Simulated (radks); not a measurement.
Excited configurations of I IV: one electron is placed in a higher orbital outside [Kr] 4d10 5s2 5p1. The ground configuration is [Kr] 4d10 5s2 5p2. Method: scalar-relativistic Kohn-Sham, r2SCAN, spin-polarised, spherical densities, finite nucleus; open shells are filled with parallel spins first (spin-orbit coupling, left out, can overturn this in heavy ions); meta-GGA in the generalised Kohn-Sham scheme; Fermi nuclear charge, rms radius 4.75 fm; computed with a radial shooting solver on a logarithmic mesh with Libxc functionals. Excitation = E - E(ground); binding = E(ion) - E, where the ion is the core of charge +4; n* = 4/sqrt(2 binding) in atomic units, and the quantum defect is n - n*.

outer orbital  excitation (eV)  binding (eV)     n*  quantum defect  eigenvalue (eV)  <r> (bohr)
4f                      22.425        17.988  3.479           0.521          -13.842       2.538
5d                      16.414        23.999  3.012           1.988          -20.548       2.828
6s                      18.405        22.008  3.145           2.855          -19.928       3.834
6p                      22.182        18.231  3.455           2.545          -16.377       4.409
6d                      27.268        13.144  4.070           1.930          -11.592       5.667
7s                      27.802        12.611  4.155           2.845          -11.415       6.592
7p                      29.516        10.897  4.470           2.530           -9.853       7.423
7d                      31.969         8.443  5.078           1.922           -7.544       9.144

The Delta-SCF ionisation energy is 40.413 eV (NIST Atomic Spectra Database: 40.36 eV, measured). Self-interaction in the functional shifts the binding energies and quantum defects, so they are the method's values and not measured ones. Open shells are spherical and high-spin; term and fine-structure splittings are not resolved. Spin-orbit splitting is averaged out at the scalar-relativistic level.
